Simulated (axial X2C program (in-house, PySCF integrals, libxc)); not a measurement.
# Low determinants of GaSe at the PBE0 level, spin-free

Computed with an in-house all-electron X2C program for linear molecules (integrals from PySCF). Spin-free means the one-electron spin-free X2C Hamiltonian. Basis: Se dyall-cv3z [8s9p6d4f1g], Ga dyall-cv3z [9s9p7d4f1g] (cores contracted in-house); Gaussian nuclei, density fitting, unrestricted open shells. Masses: Se 79.917 u, Ga 68.926 u.

Search at 2.240 Å (vertical energies from the lowest determinant):

```json
{"ΔE (eV)": "0.00", "state": "M_S = 1/2, Λ = 0", "electrons beyond evenly filled partner blocks": "σα", "electrons in σ, π, δ, φ": "29 28 8 0"}
{"ΔE (eV)": "0.42", "state": "M_S = 1/2, Λ = 1", "electrons beyond evenly filled partner blocks": "π+α, π+β, π-α", "electrons in σ, π, δ, φ": "30 27 8 0"}
{"ΔE (eV)": "3.18", "state": "M_S = 3/2, Λ = 0", "electrons beyond evenly filled partner blocks": "σα, π+α, π+β, 2 × π-α", "electrons in σ, π, δ, φ": "29 28 8 0"}
{"ΔE (eV)": "3.18", "state": "M_S = 3/2, Λ = 2", "electrons beyond evenly filled partner blocks": "σα, 2 × π+α, π+β, π-α", "electrons in σ, π, δ, φ": "29 28 8 0"}
{"ΔE (eV)": "3.44", "state": "M_S = 1/2, Λ = 2", "electrons beyond evenly filled partner blocks": "σα, 2 × π+α, π+β, π-β", "electrons in σ, π, δ, φ": "29 28 8 0"}
{"ΔE (eV)": "3.74", "state": "M_S = 1/2, Λ = 2", "electrons beyond evenly filled partner blocks": "σα, π+α, 2 × π+β, π-α", "electrons in σ, π, δ, φ": "29 28 8 0"}
```

Lowest determinant, M_S = 1/2, Λ = 0 (beyond evenly filled blocks: σα): Re = 2.191 Å, ωe = 321.9 cm⁻¹.

The determinant in row 2 of the search, M_S = 1/2, Λ = 1 (beyond evenly filled blocks: π+α, π+β, π-α), was followed along the bond at PBE0; measured from the minimum of the lowest determinant it gives:

Te = 0.219 eV (1763 cm⁻¹), Re = 2.444 Å, ωe = 240.5 cm⁻¹.

Task: Compare the bond of the determinant in row 2 with that of the lowest one.

Result: At PBE0 its Re is 0.253 Å longer and its force constant, which goes as ωe², is 0.56 times that of the lowest determinant. T0 ≈ Te + Δωe/2 = 1763 + (-41) = 1722 cm⁻¹.

The search compares states at one distance, so a state with another bond length can lie lower; it is not exhaustive and yields mostly the lowest determinant of each block pattern, so other components and higher states of one pattern are missing. These are energies of single determinants, not of spin-adapted states; PBE0 term energies can be off by some tenths of an eV, and the functional has no current term. The lowest determinant need not be the ground state where others lie within half an eV.
